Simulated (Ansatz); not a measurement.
C2H3AlCl2O2 (SMILES CC(=O)[O][Al]([Cl])[Cl]), singlet, at the geometry of the source list, atoms displaced at random by about 0.03 Å a coordinate; HF/STO-3G, gradient (Ansatz, a quantum-chemistry and plane-wave program).

Ansatz was given this input:
Ansatz 0.2 input:
```yaml
crystal:
  periodic: [false, false, false]
  atoms:
    - {symbol: Al, position_ang: [-0.43987160, 2.17473180, 0.48282631]}
    - {symbol: Cl, position_ang: [0.76831352, 3.23793966, -0.68896301]}
    - {symbol: Cl, position_ang: [-1.74499499, 2.76113377, 1.94891361]}
    - {symbol: O, position_ang: [-0.60198812, 0.51299362, 0.14799458]}
    - {symbol: C, position_ang: [0.43030040, -0.41086498, 0.13055669]}
    - {symbol: C, position_ang: [0.04015139, -1.74934681, -0.50278539]}
    - {symbol: O, position_ang: [1.41412437, -0.24418186, 0.73988306]}
    - {symbol: H, position_ang: [0.98245578, -2.36347176, -0.53298218]}
    - {symbol: H, position_ang: [-0.22112152, -1.54895542, -1.59646404]}
    - {symbol: H, position_ang: [-0.73037858, -2.23739539, -0.02599732]}
basis:
  gaussian:
    orbitals: STO-3G
hamiltonian:
  xc: hf
output: {forces: true}
```

It wrote (shortened):

```
Functional definition: HF
622 factors; integrals over basis functions are off by at most 3.3e-5 eV
mean field evaluation 1: about -37345.5179 eV, gradient 4.1e1 eV
mean field evaluation 2: about -37345.6907 eV, gradient 4.1e1 eV
mean field evaluation 4: about -37351.4151 eV, gradient 3.3e0 eV
mean field evaluation 8: about -37351.4777 eV, gradient 2.0e-1 eV
mean field -37351.47794159 eV, -1372.6414966123 hartree, gradient 1.4e-5 eV, S^2 0.000000; 0 other end points of the search recorded, 0 dependent functions left out
the calculation of the forces begins
reference -37351.47794159 eV, -1372.6414966123 hartree; 39, 39 occupied and 11, 11 virtual orbitals, 622 factors
Total energy: -37351.47794159 eV, -1372.6414966123 hartree
Atom 0 at    -0.439872     2.174732     0.482826 Å, force    -0.967853    -3.157083     0.661769 eV/Å
Atom 1 at     0.768314     3.237940    -0.688963 Å, force     0.967431     1.212353    -0.829176 eV/Å
Atom 2 at    -1.744995     2.761134     1.948914 Å, force     0.038970     0.460493     0.028500 eV/Å
Atom 3 at    -0.601988     0.512994     0.147995 Å, force     0.281274     0.955019    -0.352701 eV/Å
Atom 4 at     0.430300    -0.410865     0.130557 Å, force    -6.077994    -0.596053    -1.325932 eV/Å
Atom 5 at     0.040151    -1.749347    -0.502785 Å, force     3.925031     1.058241    -5.042928 eV/Å
Atom 6 at     1.414124    -0.244182     0.739883 Å, force     5.630851     1.390529     2.814396 eV/Å
Atom 7 at     0.982456    -2.363472    -0.532982 Å, force    -1.637555     0.546000     0.323797 eV/Å
Atom 8 at    -0.221122    -1.548955    -1.596464 Å, force     0.093345    -0.574658     2.208225 eV/Å
Atom 9 at    -0.730379    -2.237395    -0.025997 Å, force    -2.253499    -1.294842     1.514049 eV/Å
Dipole moment:    -0.107918    -0.275129    -0.250575 e Å
```
